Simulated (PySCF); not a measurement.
An equivalent PySCF input for C²⁺ (carbon, charge +2), [He] 2s2, closed-shell 1S, with the spin-free X2C one-electron Hamiltonian (Gaussian nucleus):

```python
from pyscf import gto, scf, dft, mp, cc
import basis_set_exchange as bse
mol = gto.M(atom="C 0 0 0", charge=2, spin=0, symmetry="D2h",
            basis=gto.basis.parse(bse.get_basis("Sapporo-DZP-2012", elements=["C"], fmt="nwchem", header=False)),
            nucmod="G")
mf = dft.UKS(mol, xc="LDA,VWN").sfx2c1e()
mf.irrep_nelec = {'Ag': (2, 2)}
mf.kernel()
```

It reaches the same state as the run whose output follows, with an energy that differs only through the grid. The run itself started from symmetry-adapted Hartree-Fock orbitals and held the occupation by maximum overlap, on a logarithmic radial grid, so the iterations belong to that start.

```
SCF conv_tol = 1e-09
number electrons alpha = 2  beta = 2
XC functionals = LDA,VWN
    P. A. M. Dirac.,  Math. Proc. Cambridge Philos. Soc. 26, 376 (1930)
    F. Bloch.,  Z. Phys. 57, 545 (1929)
    S. H. Vosko, L. Wilk, and M. Nusair.,  Can. J. Phys. 58, 1200 (1980)
cycle= 1 E= -36.1371587662015  delta_E= -0.00374  |g|= 0.0211  |ddm|= 0.0326
cycle= 2 E= -36.1371831195009  delta_E= -2.44e-05  |g|= 0.00239  |ddm|= 0.00428
cycle= 3 E= -36.1371835280964  delta_E= -4.09e-07  |g|= 4.28e-05  |ddm|= 0.000822
cycle= 4 E= -36.1371835285101  delta_E= -4.14e-10  |g|= 3.25e-07  |ddm|= 4.19e-05
converged SCF energy = -36.1371835285101  <S^2> = -4.4408921e-15  2S+1 = 1
```
